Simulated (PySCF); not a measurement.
Zr(H)3(SH) (H4SZr), SMILES [SH][ZrH3], multiplicity 1. Geometry optimised at PBE0-D3(BJ)/def2-TZVP. The multiplicity is an assumed one; other spin states were not compared. The def2 effective core potentials stand for the cores of Zr; spin–orbit coupling is left out.

All values below come from PBE0-D3(BJ)/def2-TZVP (PySCF).

Harmonic wavenumbers (cm⁻¹): 123, 265, 345, 365, 508, 551, 605, 630, 1679, 1684, 1725, 2618. Rotational constants (GHz): 45.39, 3.413, 3.369; symmetry number 1.

### Question
Work out the zero-point energy and the ideal-gas rigid-rotor harmonic-oscillator thermochemistry at 298.15 K and 1 atm.

### Answer
ZPE = ½ Σ hcν = ½ × 11097 cm⁻¹ = 66.38 kJ/mol. H − E(el) = 83.08 kJ/mol. Entropy in J/(mol K): translation 169.19, rotation 100.15, vibration 37.68, total 307.02. G − E(el) = -8.46 kJ/mol. Cp = 80.41 J/(mol K). Modes under 150 cm⁻¹ make the vibrational entropy uncertain.
